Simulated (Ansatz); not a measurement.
Process, species as SMILES: [GeH3] (GeH3) → Ge atom + 3 H atom
B3LYP-D3(BJ)/def2-TZVP geometries, fixed; electronic energies without zero-point terms.
Largest species:
```
Ge
H 1 1.5431
H 1 1.5431 2 110.72
H 1 1.5431 2 110.72 3 -123.21
```
Charge 0, spin multiplicity 2.

Basis-set convergence of the atomisation energy at PBE0 with Ansatz (a program for electronic structure). All functions are spherical. The program fits the integrals of some runs and decomposes those of others, by size. Open shells are unrestricted. No added dispersion term, no relativity. Functions are those of the species that has most. Reference: the value in aug-cc-pV5Z, 201.77 kcal/mol, itself unsure by roughly 0.22 kcal/mol (its mean distance from pcseg-4, aug-pcseg-3, aug-cc-pVQZ). Deviations are taken from unrounded values.

```csv
basis,functions
pcseg-0,28
def2-SV(P),38
pcseg-1,42
def2-SVP,47
aug-pcseg-1,63
def2-TZVP,66
pcseg-2,85
def2-TZVPP,90
aug-pcseg-2,128
def2-QZVP,165
pcseg-3,167
def2-QZVPP,179
aug-pcseg-3,240
pcseg-4,294
```

Question: Which is the smallest set listed that can be trusted to 2 kcal/mol here, that is, within that of the reference together with its larger relatives (same family, alike in diffuse functions; a set with none to test it counts only in the reference's own line)?

Answer: The smallest set listed that lies within 2 kcal/mol of the reference with all its larger relatives (same family, alike in diffuse functions; a set with none counts only in the reference's own line) is pcseg-1 (42 functions, -1.29 kcal/mol off). Value minus reference: pcseg-0 -11.14, def2-SV(P) -3.38, pcseg-1 -1.29, def2-SVP -0.14, aug-pcseg-1 -1.16, def2-TZVP -0.06, pcseg-2 -0.55, def2-TZVPP 0.42, aug-pcseg-2 -0.42, def2-QZVP -0.02, pcseg-3 -0.32, def2-QZVPP 0.00, aug-pcseg-3 -0.30, pcseg-4 -0.23 kcal/mol.
